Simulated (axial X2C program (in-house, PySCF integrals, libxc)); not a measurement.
Bond lengths and stretching modes, held linear, of AsNC⁺

Computed with an axial X2C code built on PySCF integrals: two-component X2C with atomic mean-field Coulomb and Gaunt terms, Gaussian nuclei, basis As dyall-v3z, N dyall-av3z, C dyall-v3z with contracted cores. Spin-free rows use the one-electron spin-free X2C Hamiltonian.

Masses As 74.922, N 14.003, C 12.000 u. States: 2c Ω = 1/2 (beyond evenly filled blocks: ω = 1/2); spin-free M_S = 1/2, Λ = 1 (beyond evenly filled blocks: π+α).

MP2, 2c: energies above the lowest point

| r(As–N) (Å) | r(N–C) (Å) | E (meV) |
| --- | --- | --- |
| 1.6838 | 1.1788 | 116.10 |
| 1.6838 | 1.2090 | 58.54 |
| 1.6838 | 1.2392 | 80.35 |
| 1.7270 | 1.1788 | 55.14 |
| 1.7270 | 1.2090 | 0.00 |
| 1.7270 | 1.2392 | 23.91 |
| 1.7270 | 1.2695 | 114.43 |
| 1.7702 | 1.1788 | 57.70 |
| 1.7702 | 1.2090 | 4.41 |
| 1.7702 | 1.2392 | 29.83 |
| 1.8134 | 1.2090 | 59.41 |
| 1.8134 | 1.2695 | 178.06 |

Problem. Fit a quadratic surface with cubic terms in each bond: where is the minimum, and what are the two stretching wavenumbers?

Solution. At MP2, 2c: bonds 1.745 and 1.214 Å; harmonic stretches 635.8 and 1948.5 cm⁻¹; force constants 4.94, 13.5 and coupling 0.18 mdyn/Å.

The other levels and Hamiltonians give:

```json
{"Hamiltonian": "2c", "level": "PBE0", "r(As–N) (Å)": "1.727", "r(N–C) (Å)": "1.208", "lower stretch (cm⁻¹)": "650.0", "upper stretch (cm⁻¹)": "1923.4"}
{"Hamiltonian": "2c", "level": "HF", "r(As–N) (Å)": "1.713", "r(N–C) (Å)": "1.184", "lower stretch (cm⁻¹)": "694.4", "upper stretch (cm⁻¹)": "2074.0"}
{"Hamiltonian": "2c", "level": "BHandHLYP", "r(As–N) (Å)": "1.719", "r(N–C) (Å)": "1.193", "lower stretch (cm⁻¹)": "669.4", "upper stretch (cm⁻¹)": "2001.8"}
{"Hamiltonian": "spin-free", "level": "PBE0", "r(As–N) (Å)": "1.726", "r(N–C) (Å)": "1.209", "lower stretch (cm⁻¹)": "651.0", "upper stretch (cm⁻¹)": "1918.7"}
{"Hamiltonian": "spin-free", "level": "HF", "r(As–N) (Å)": "1.712", "r(N–C) (Å)": "1.185", "lower stretch (cm⁻¹)": "695.5", "upper stretch (cm⁻¹)": "2070.6"}
{"Hamiltonian": "spin-free", "level": "BHandHLYP", "r(As–N) (Å)": "1.718", "r(N–C) (Å)": "1.194", "lower stretch (cm⁻¹)": "670.4", "upper stretch (cm⁻¹)": "1997.9"}
{"Hamiltonian": "spin-free", "level": "MP2", "r(As–N) (Å)": "1.744", "r(N–C) (Å)": "1.214", "lower stretch (cm⁻¹)": "636.7", "upper stretch (cm⁻¹)": "1947.6"}
```

Each state is one determinant, the lowest of a limited PBE0 search; the stretches come from a fit to these few points and carry an uncertainty of a few per cent. Other orders of the atoms were not compared. MP2 freezes inner shells (threshold -2 hartree). The molecule was held linear; bending was not examined, so a bent shape may lie lower. Note: functional without a current term on a determinant with orbital currents, of the molecule or an atom.
